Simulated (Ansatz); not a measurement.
Consider the ligand exchange at a B–Br bond: `NB(N)Br` + HCl → `NB(N)Cl` + HBr.

Program: Ansatz. Geometries: PBE0-D4/def2-TZVP. ΔE: electronic, gas phase. CCSD(T)/CBS is the MP2 limit (def2-TZVPP, def2-QZVPP) plus CCSD(T) − MP2 in def2-TZVPP, frozen cores. This one scheme is used for every species. Functionals use def2-TZVPP. For Br outer-core shells are correlated without core-valence functions, which leaves a few kJ/mol of doubt a bond. Scalar relativity is left out up to krypton. One conformer a species, not always the lowest.

**Question.** Is it downhill or uphill in electronic energy at CCSD(T)/CBS, and by how much? (Best estimate.)

**Answer.** Computed: Downhill: ΔE = -1.1 kcal/mol.

**Question.** What do these levels give: LDA (SPW92), revPBE-D4, r2SCAN0-D4, CAM-B3LYP-D4, ωB97X-V, B2PLYP, PBE-QIDH, PBE, revPBE, BLYP, BHLYP, MP2/CBS(def2)? (Best estimate.)

**Answer.** Computed: LDA (SPW92) -2.1, revPBE-D4 -1.8, r2SCAN0-D4 -1.8, CAM-B3LYP-D4 -2.3, ωB97X-V -1.9, B2PLYP -1.9, PBE-QIDH -1.4, PBE -2.0, revPBE -2.0, BLYP -2.5, BHLYP -2.3, MP2/CBS(def2) -0.7 kcal/mol.

**Question.** What do rigid-rotor, harmonic-oscillator terms from PBE0-D4/def2-TZVP frequencies (298.15 K, 1 bar) make of the CCSD(T)/CBS value? (Estimate.)

**Answer.** The calculation gave: ΔZPE = -0.2 kcal/mol, ΔH = -1.4 kcal/mol, ΔS = 1 J/(mol·K), ΔG = -1.4 kcal/mol.

Largest T1 diagnostic among the species: 0.010.

In def2-TZVPP, CCSD(T) changes the Hartree–Fock value by +1.0 kcal/mol (the triples alone add +0.1 kcal/mol) and MP2 by +1.4 kcal/mol. Leaving LDA and LC-ωPBE aside and taking each functional with its dispersion term where it has one, the values, not all of them listed here, spread over 1.2 kcal/mol, from B97M-V to PBE-QIDH. At CCSD(T), def2-SVP lies −2.2 kcal/mol from the extrapolated value and def2-TZVPP −0.2 kcal/mol.
